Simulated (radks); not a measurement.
Cd2+, configuration [Kr] 4d9 6d1 (not the ground configuration). Calculated with a radial shooting solver on a logarithmic mesh with Libxc functionals: Dirac Kohn-Sham, PBE, spin-unpolarised, spherical densities, point nucleus; open shells are shared between the two j in proportion to 2j + 1.

X-ray form factor f0, the Fourier transform of the density (f0(0) = 46):

sin(theta)/lambda (1/angstrom)  f0 (electrons)
0.05                                    44.751
0.1                                     43.188
0.15                                    41.200
0.2                                     38.661
0.25                                    35.989
0.3                                     33.342
0.4                                     28.574
0.5                                     24.841
0.6                                     22.081
0.8                                     18.389
1                                       15.677
1.25                                    12.665
1.5                                     10.102
2                                        6.882
